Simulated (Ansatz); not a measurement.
# Reading a saddle point

A first-order saddle point of BH$_{2}$BrF$_{2}$, singlet, PBE0-D4/def2-TZVP, with one imaginary mode of 894i cm⁻¹:

```
6
angstrom
B -0.2791 -0.3705 0.0368
H -0.7579 0.7335 -0.5013
F -0.1412 -1.3208 -0.8697
F -0.8236 -0.5991 1.2180
H 0.2287 0.9659 -0.2591
Br 1.7729 0.5910 0.3753
```

Program: Ansatz 0.2.0. Basis: def2-TZVPP and def2-QZVPP. Cores are frozen in the correlated methods. Filled d shells of the heavier atoms are correlated. The def2 sets are not built for correlating such inner shells, so the correlated values are less sure here. Extrapolation: Hartree–Fock as exp(−7.88 √X), correlation as X^−2.97.

Which contacts change along the imaginary mode, and what lies on either side? (A judgement: the text doesn't fix the answer.)

Computed: The step is BHF₂ ([F][BH][F]) + HBr → BBrF₂ ([F][B]([F])[Br]) + H₂, with the molecules in contact on both sides. Shortening one way: B1–Br6, H2–H5; lengthening the same way: B1–H2, H5–Br6.
```tsv
pair	one side (Å)	saddle (Å)	other side (Å)
B1–Br6	3.36	2.29	1.90
H2–H5	3.47	1.04	0.75
B1–H2	1.19	1.32	3.04
H5–Br6	1.42	1.71	3.53
```

Which side is lower, and how far does the saddle lie above each? (Judge from chemistry; the value comes from the calculation.)

By the calculation: The side with B1–Br6, H2–H5 short is lower by 8.91 kcal/mol; the saddle lies 39.27 kcal/mol above it and 30.35 kcal/mol above the other (CCSD(T) at an estimated basis limit (MP2 extrapolated from triple and quadruple zeta, plus CCSD(T) − MP2 in triple zeta); electronic energies).

The T1 diagnostic stays at or below 0.011. The start structure is not quite a true minimum (one mode of 50i cm⁻¹).

Labels in which every atom is bracketed show which atoms are joined, not bond orders.

For scale, one of the runs: CCSD(T)/def2-TZVPP, 169 basis functions, launched by `ansatz run in.yaml --threads 4 --pin off --events-out ev --progress --plain --max-ram 9574MiB`. The run took 37 s on 4 CPU threads of an Arm Neoverse V2 (shared host), with 1.6 GiB of host memory at its peak.
